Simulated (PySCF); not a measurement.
Input of a run (PBE0-D3(BJ)/def2-SVP geometry optimisation, gas phase (PySCF 2.14.0)), started from GFN2-xTB:
```
{"job": {"xc": "PBE0", "basis": "def2-SVP", "d3": "d3bj", "grid": 1, "kind": "geom"}, "charge": 0, "multiplicity": 1}
B     -3.380884    -0.117985    -0.486146
C     -1.865496    -0.146626    -0.174736
C     -1.341163    -0.951692     0.847732
C      0.007700    -0.982076     1.129959
C      0.878868    -0.196353     0.386171
O      2.230198    -0.302278     0.757113
C      3.156663     0.391876     0.131432
F      4.338587     0.112896     0.670874
F      3.260086     0.122171    -1.182587
F      3.001397     1.725768     0.213297
C      0.407643     0.613863    -0.632695
C     -0.951159     0.627572    -0.897884
H     -4.115543    -0.775763     0.139727
H     -3.789313     0.559411    -1.345259
H     -2.012294    -1.564857     1.429961
H      0.409700    -1.600990     1.915544
H      1.069372     1.230007    -1.220754
H     -1.313124     1.261374    -1.693405
```

Output (energies in Eh, forces in Eh/bohr):
```
step   0  E = -668.75674879  max force = 0.036859
step   1  E = -668.76075884  max force = 0.014409
step   2  E = -668.76123796  max force = 0.005845
step   3  E = -668.76145862  max force = 0.004494
step   4  E = -668.76152202  max force = 0.002612
step   5  E = -668.76159824  max force = 0.000764
step   6  E = -668.76158513  max force = 0.001049
step   7  E = -668.76161074  max force = 0.000557
step   8  E = -668.76161716  max force = 0.000301
optimisation converged
```

Question: Summarise the run.

Answer: The energy falls by 3.1 kcal/mol over 9 energy and gradient evaluations, the largest force component goes from 0.0369 to 3.0e-04 Eh/bohr, and the atoms move by 0.064 Å rms after alignment. Among the bonds, B1–H13 and B1–H14 change most and about equally (+0.042 Å). Bonds longer at the end by more than 0.005 Å: 13 of 18; shorter: 5. Among the angles that change most is O6–C7–F9, from 114.4° to 112.2°. The energy rose by more than 1e-6 Eh at step 6. The first step brought 82 % of the lowering.

Question: What are the final bond lengths?

Answer: B1–C2 1.537 Å, C2–C3 1.411 Å, C3–C4 1.386 Å, C4–C5 1.397 Å, C5–O6 1.373 Å, O6–C7 1.349 Å, C7–F8 1.316 Å, C7–F9 1.332 Å, C7–F10 1.330 Å, C5–C11 1.397 Å, C11–C12 1.390 Å, C2–C12 1.409 Å, B1–H13 1.210 Å, B1–H14 1.210 Å, C3–H15 1.093 Å, C4–H16 1.091 Å, C11–H17 1.089 Å, C12–H18 1.093 Å. Numbering counts from 1 in the input's order; the species is `Bc1ccc(OC(F)(F)F)cc1`.

The run used 198 basis functions and 62 SCF cycles in all. The run took about 4 min of CPU time (one thread, shared machine).

PBE0-D3(BJ)/def2-SVP frequencies: not computed here. One conformer, not necessarily the lowest.

The values belong to the conformer `[BH2:1][c:2]1[cH:3][cH:4][c:5]([O:6][C:7]([F:8])([F:9])[F:10])[cH:11][cH:12]1`: C4–C5–O6–C7 -173°, C5–O6–C7–F8 176°.
